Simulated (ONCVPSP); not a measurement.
**Varying the ONCV potential for Yb**

Base potential:

```json
{
 "Element": "ytterbium",
 "Generator": "ONCVPSP 4.0.1",
 "Type": "optimised norm-conserving Vanderbilt (ONCV)",
 "Functional": "revPBE",
 "Relativity": "scalar-relativistic",
 "Frozen core": "[Xe]",
 "Valence charge": "16",
 "Reference configuration": "4f14 6s1.5 (charge +0.5)",
 "Partial waves": "6s: rc 3.30 bohr, ncon 4, nbas 8, qcut 2.1 1/bohr, 2 projectors, debl 1.4 Ha; p scattering state at 0.18 Ha: rc 2.70 bohr, ncon 4, nbas 8, qcut 3 1/bohr, 1 projector; d scattering state at 0.1 Ha: rc 2.95 bohr, ncon 4, nbas 7, qcut 3.5 1/bohr, 2 projectors, debl 2.4 Ha; 4f: rc 1.15 bohr, ncon 4, nbas 8, qcut 13.5 1/bohr, local",
 "Local potential": "the f channel",
 "Core correction": "none"
}
```

In the d channel the program set the typed energies aside and used -0.122, 2.278 Ha.

All-electron outer shells of the reference configuration (revPBE, scalar-relativistic, ld1.x):

```tsv
shell	level (eV)	outermost node (bohr)	outermost maximum (bohr)
6s	-6.42	1.46	3.20
4f	-6.17	–	0.49
```

Cutoffs, loose and tight: the cutoffs (Ha) at which the residual kinetic energy of the hardest occupied pseudo-wave falls to 1 and 0.1 mHa per electron. They do not see the model core or the augmentation charge, which bear on the density cutoff. Test errors are all-electron minus pseudo excitation energies from the reference, over the configurations 4f14 6s2; 4f14 6s1; 4f14 6s0; 4f12 6s0. A dash means not determined; rows that change the core or the reference have their own tests.

A true bound ghost makes a file unfit for plane-wave use even where its test errors are small: the radial tests pick states by their node count and pass the ghost by.

| change | outcome | cutoff, loose | cutoff, tight | bound ghosts | GHOST(+) flags above zero | largest test error (meV) |
| --- | --- | --- | --- | --- | --- | --- |
| base | generated, projector energies reset by the program | 87 Ha | 193 Ha | s, p | d | tests left out (the all-electron energies of this program are off by 10 to 40 meV for near-neutral 4f atoms) |
| reference 4f14 6s2 | generated, projector energies reset by the program | 87 Ha | 206 Ha | s, p | d | tests left out (the all-electron energies of this program are off by 10 to 40 meV for near-neutral 4f atoms) |
| p: qcut 3.4 | failed: ERROR pspot: first pseudo wave function has node, program will stop | – | – | – | – | – |
| s: qcut 3; p: qcut 4.3; d: qcut 5; f: qcut 19.3 | failed: ERROR pspot: first pseudo wave function has node, program will stop | – | – | – | – | – |
| d: nproj 1 | generated, projector energies reset by the program | 87 Ha | 193 Ha | s, p | d | tests left out (the all-electron energies of this program are off by 10 to 40 meV for near-neutral 4f atoms) |
| f: nproj 1; local potential polynomial inside 0.80 bohr (lpopt 5, dvloc0 0 Ha) | generated, projector energies reset by the program | 87 Ha | 193 Ha | s, p | d | tests left out (the all-electron energies of this program are off by 10 to 40 meV for near-neutral 4f atoms) |
| p: rc 2 | failed: ERROR pspot: first pseudo wave function has node, program will stop | – | – | – | – | – |

Task: What comes out with this change to the base: f: ncon 3, nbas 7?

Result: outcome: generated, projector energies reset by the program; cutoff, loose: 83 Ha; cutoff, tight: 131 Ha; bound ghosts: s, p; GHOST(+) flags above zero: d; largest test error (meV): tests left out (the all-electron energies of this program are off by 10 to 40 meV for near-neutral 4f atoms).
